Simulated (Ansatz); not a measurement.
Molecule: sum formula H3SiO (charge +1, singlet). It need not be the lowest isomer of its formula. 
Coordinates optimised at B3LYP-D3(BJ)/def2-TZVP (Ansatz, a first-principles code):
```
Si
O 1 1.5695
H 2 0.9684 1 130.53
H 1 1.4610 2 113.88 3 -180.00
H 1 1.4664 4 125.15 2 -180.00
```
Charge +1, spin multiplicity 1.

Basis-set convergence of Hartree-Fock and MP2 correlation energies (hartree) with Ansatz. Cores are frozen in the correlated levels unless marked. Spin-orbit coupling is left out. Non-relativistic.

```
basis            functions       E(HF)  E(corr, MP2)
---------------  ---------  ----------  ------------
aug-cc-pV(D+d)Z         82  -365.30004      -0.28525
aug-cc-pV(T+d)Z        170           ?             ?
```

Q: Fill in the missing entries.

A: 
- aug-cc-pV(T+d)Z, E(HF): -365.33822
- aug-cc-pV(T+d)Z, E(corr, MP2): -0.34723
